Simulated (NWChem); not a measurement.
Species: GeH2I2; SMILES [I][GeH2][I]

```xyz
5

Ge     0.0000     0.0000    -1.0674
I     -2.0688     0.0000     0.3582
I      2.0688     0.0000     0.3582
H      0.0000     1.2832    -1.9073
H      0.0000    -1.2832    -1.9073
```
Atoms are numbered in this order, from 1.

Results from NWChem. Pople sets run with spherical d functions. Coordinates come from a PBE0/def2-SVP (def2 core potentials past Kr) optimisation. Total energies compare along this basis series because the functional is fixed.

| level | basis functions | energy (Ha) | highest occupied level (eV) | orbital gap (eV) | dipole (D) |
|---|---|---|---|---|---|
| PBE/STO-3G, non-relativistic | 74 | -15758.3587 | -3.34 | 4.32 | 1.99 |
| PBE/3-21G, non-relativistic | 88 | -15846.6687 | -6.50 | 3.99 | 1.62 |
| PBE/6-311G**, non-relativistic | 180 | -15915.7633 | ___ | ___ | ___ |

What belongs in the gaps?


- PBE/6-311G**, non-relativistic, highest occupied level (eV): -6.62
- PBE/6-311G**, non-relativistic, orbital gap (eV): 3.83
- PBE/6-311G**, non-relativistic, dipole (D): 1.33
